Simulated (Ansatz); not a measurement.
C$_{5}$H$_{15}$NbO$_{5}$ (`C[O][Nb]([O]C)([O]C)([O]C)[O]C`), relaxed with RKS PBE0-D4/def2-TZVP in the Gaussian-basis code of Ansatz from a PBE-D4/def2-SVP geometry. The force threshold is 0.005 eV/Å; the program also tests the step.

Total charge 0; spin multiplicity 1. Nb takes the def2 core potential.

Start:

```xyz
26

C     2.407    1.823   -0.611
O     1.112    1.788   -0.082
Nb   -0.340    0.549    0.055
O     0.756   -0.811   -0.780
C     1.586   -1.894   -1.038
O    -1.537    0.474   -1.431
C    -1.621   -0.172   -2.671
O    -0.520   -0.613    1.594
C    -0.205   -1.910    2.006
O    -1.427    1.752    1.062
C    -2.048    1.963    2.288
H     2.668    0.868   -1.123
H     2.500    2.651   -1.349
H     3.153    2.003    0.196
H     2.344   -2.041   -0.232
H     2.141   -1.750   -1.994
H     1.008   -2.844   -1.132
H    -0.759   -0.862   -2.827
H    -1.627    0.575   -3.496
H    -2.563   -0.762   -2.738
H     0.440   -1.886    2.915
H    -1.133   -2.472    2.267
H     0.333   -2.491    1.221
H    -1.607    2.842    2.810
H    -1.924    1.065    2.939
H    -3.136    2.155    2.152
```

```csv
step,energy (eV),largest force (eV/Å),largest move (Å)
1,-17209.3703,0.598,0.000
2,-17209.4916,0.216,0.056
3,-17209.5008,0.041,0.021
4,-17209.5012,0.030,0.016
5,-17209.5017,0.040,0.050
6,-17209.5023,0.030,0.037
7,-17209.5026,0.039,0.038
8,-17209.5029,0.061,0.051
9,-17209.5032,0.055,0.027
10,-17209.5036,0.088,0.069
11,-17209.5041,0.076,0.029
14,-17209.5061,0.051,0.017
17 (rejected),-17209.5053,0.109,0.069
20,-17209.5079,0.015,0.008
23,-17209.5082,0.012,0.010
26,-17209.5083,0.015,0.043
29,-17209.5084,0.005,0.035
32,-17209.5084,0.012,0.011
35,-17209.5085,0.018,0.003
38,-17209.5086,0.019,0.037
41,-17209.5086,0.004,0.024
44 (rejected),-17209.5086,0.012,0.043
45,-17209.5087,0.002,0.010
```

End:

```xyz
26

C     2.407    1.810   -0.544
O     1.112    1.788   -0.027
Nb   -0.328    0.562    0.069
O     0.762   -0.794   -0.725
C     1.515   -1.926   -0.988
O    -1.498    0.504   -1.418
C    -1.560   -0.151   -2.648
O    -0.561   -0.603    1.584
C    -0.116   -1.883    1.912
O    -1.423    1.739    1.051
C    -2.117    1.938    2.232
H     2.677    0.841   -0.979
H     2.484    2.577   -1.322
H     3.120    2.052    0.250
H     2.210   -2.143   -0.168
H     2.102   -1.788   -1.903
H     0.873   -2.804   -1.129
H    -0.703   -0.821   -2.783
H    -1.562    0.584   -3.460
H    -2.482   -0.737   -2.712
H     0.963   -1.896    2.104
H    -0.625   -2.217    2.822
H    -0.332   -2.606    1.118
H    -1.720    2.808    2.766
H    -2.021    1.053    2.873
H    -3.178    2.113    2.025
```

Run time 66 s (11 threads of an AMD EPYC 7R13 on a shared host and a whole NVIDIA H100 80 GB); peak host memory 1.2 GiB.
